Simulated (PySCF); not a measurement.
Al(OH)2 (AlH2O2), SMILES [OH][Al+][OH], charge +1. Atoms are numbered in the order given.

```xyz
5

Al     0.0000     0.0000     0.0095
O     -0.0611     1.6011    -0.0159
H      0.3157     2.4785     0.0655
O      0.0611    -1.6011    -0.0159
H     -0.3157    -2.4785     0.0655
```
Charge +1, spin multiplicity 1.

Geometry optimised at B3LYP-D3(BJ)/def2-TZVP. The spin state was assumed, not searched. The isomer is the one that the SMILES or the coordinates give; other isomers of the formula were not compared. The values are those of a single conformer.

All values below come from B3LYP/pcSseg-2 (PySCF).

GIAO shieldings, no solvent; atoms alike by connectivity are averaged. δ = σ(ref) − σ: ¹⁷O against H2O (σ = 325.5 ppm); ¹H against TMS (σ = 31.68 ppm), references at their B3LYP-D3(BJ)/def2-TZVP geometries, non-relativistic.

```json
[
 {"nucleus": "¹⁷O", "atoms": "O2, O4", "count": "2", "δ (ppm)": "-24.8"},
 {"nucleus": "¹H", "atoms": "H3, H5", "count": "2", "δ (ppm)": "4.57"}
]
```
